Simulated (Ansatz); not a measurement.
Ansatz (an electronic-structure program) input (CCSD(T)/def2-SVPD):

Ansatz 0.2 input:
```yaml
crystal:
  periodic: [false, false, false]
  atoms:
    - {symbol: Si, position_ang: [-0.47559465, -0.23959751, -0.40653097]}
    - {symbol: O, position_ang: [0.72703529, 0.26806601, 0.61322182]}
    - {symbol: H, position_ang: [0.84204278, 1.20983695, 0.78565901]}
basis:
  gaussian:
    orbitals: def2-SVPD
total_charge: -1
magnetization: {spin_polarized: true, initial_magnetization: 2}
correlation: {method: ccsd_t, electrons: outside_noble_gas}
```

Output:

```
Functional definition: HF
integrals: 0.04 GiB planned
530 factors; integrals over basis functions are off by at most 1.2e-3 eV
mean field: 0.12 GiB planned
mean field evaluation 1: about -9907.7902 eV, gradient 1.8e1 eV
mean field evaluation 2: about -9907.8046 eV, gradient 1.8e1 eV
mean field evaluation 4: about -9910.0802 eV, gradient 2.2e0 eV
mean field evaluation 8: about -9910.2027 eV, gradient 2.1e-1 eV
mean field evaluation 16: about -9907.7899 eV, gradient 1.8e1 eV
mean field evaluation 32: about -9908.4512 eV, gradient 1.2e0 eV
mean field evaluation 64: about -9908.1906 eV, gradient 7.0e-2 eV
mean field evaluation 96: about -9907.8078 eV, gradient 1.7e-2 eV
mean field -9910.20370949 eV, -364.1932689464 hartree, gradient 1.5e-6 eV, S^2 2.036736; 2 other end points of the search recorded, 0 dependent functions left out
determinant -9910.20370949 eV, -364.1932689464 hartree, with singles and doubles -9918.14799910 eV, -364.4852162047 hartree
determinant -9908.52147562 eV, -364.1314479921 hartree, with singles and doubles -9916.69147021 eV, -364.4316897552 hartree
determinant -9908.19154640 eV, -364.1193233168 hartree, with singles and doubles -9916.31718390 eV, -364.4179349872 hartree
6 core orbitals not correlated
reference -9910.20370949 eV, -364.1932689464 hartree; 7, 5 occupied and 42, 44 virtual orbitals, 530 factors
second order -7.42307285 eV of doubles, -0.00000000 eV of singles
coupled cluster: 0.14 GiB planned
cycle   1  -7.94478615 eV  change   -5.0e-4 eV  update   1.3e-3
cycle   2  -7.94470891 eV  change    7.7e-5 eV  update   8.7e-4
cycle   3  -7.94472952 eV  change   -2.1e-5 eV  update   5.2e-4
cycle   4  -7.94487302 eV  change   -1.4e-4 eV  update   1.9e-4
cycle   5  -7.94509271 eV  change   -2.2e-4 eV  update   8.5e-5
cycle   6  -7.94517023 eV  change   -7.8e-5 eV  update   5.5e-5
cycle   7  -7.94511475 eV  change    5.5e-5 eV  update   3.2e-5
cycle   8  -7.94509150 eV  change    2.3e-5 eV  update   1.3e-5
cycle   9  -7.94509260 eV  change   -1.1e-6 eV  update   4.7e-6
perturbative correction -0.24318610 eV, -0.0089369245 hartree
Total energy: -9918.39198819 eV, -364.4941826386 hartree
```

This state (charge -1, triplet) is run at the relaxed geometry of the species with charge 0 and multiplicity 2.
